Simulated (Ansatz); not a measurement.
Coupled-cluster diagnostics for LaF3, Ansatz.

Geometry of the singlet (PBE0-D4/def2-TZVP):

```xyz
4

La    0.121    0.290    0.193
F     1.333    0.337   -1.573
F    -1.951    0.740   -0.121
F     0.496   -1.367    1.501
```

In the def2 sets La takes a core potential; there is no spin–orbit coupling. Correlated methods freeze 3 core orbitals; core or outer-core shells of La are correlated, in sets that lack core-valence functions.

(1) Estimate the CCSD(T) correlation energy, the shares of MP2 and (T), T1 and the reference's ⟨S²⟩ for: charge 0, singlet, own geometry in def2-TZVPP; charge 1, doublet, vertical in def2-TZVPP; and the rough time on 4 threads of Arm Neoverse V2 on a shared host.

## Answers

(1) 
```json
{"state": "charge 0, singlet, own geometry", "basis": "def2-TZVPP", "correlation (eV)": "-28.122", "MP2 share (%)": "97.3", "(T) share (%)": "3.2", "T1": "0.016", "⟨S²⟩ (pure)": "0.00 (0.00)", "wall time": "27 s", "remarks": "–"}
{"state": "charge 1, doublet, vertical", "basis": "def2-TZVPP", "correlation (eV)": "-26.678", "MP2 share (%)": "94.9", "(T) share (%)": "3.6", "T1": "0.053", "⟨S²⟩ (pure)": "0.75 (0.75)", "wall time": "2.6 min", "remarks": "large T1"}
```
Customary marks for T1 are 0.02 (closed shells), 0.045 (open shells) and about 0.05 (3d metals). T1 exceeds 0.02 in 1 of 2 rows and 0.045 in 1; the higher it lies, the less the single-reference result can be trusted.
